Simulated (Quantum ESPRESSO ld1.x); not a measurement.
Problem. These are the eigenvalues of the occupied orbitals of an atom or ion with whole-number occupations (eV). Calculated with ld1.x of Quantum ESPRESSO 7.5: non-relativistic Kohn-Sham, LDA (Slater exchange, VWN5 correlation), spin-polarised, spherical densities, point nucleus.

| orbital | eigenvalue |
|---|---|
| 1s down | -17423.9 |
| 1s up | -17423.9 |
| 2s up | -2401.85 |
| 2s down | -2401.74 |
| 2p up | -2205.17 |
| 2p down | -2205.09 |
| 3s up | -415.054 |
| 3s down | -414.979 |
| 3p up | -341.152 |
| 3p down | -341.069 |
| 3d up | -205.948 |
| 3d down | -205.836 |
| 4s up | -79.5214 |
| 4s down | -78.8869 |
| 4p up | -59.3066 |
| 4p down | -58.6165 |
| 4d up | -29.1271 |

Which element is it, and in what charge state? The configuration may be excited. Open shells, if any, are filled with parallel spins first.

Solution. Z = 40, zirconium, charge +3: Zr3+ in [Kr] 4d1. The list shows which subshells hold electrons but not how many an open one holds; the 1s level, -640.32 hartree, gives Z - s = 35.8 by -(Z - s)^2/2, which with screening narrows Z to a few neighbours, and the depths of the outer levels then fix element, charge and occupations together.
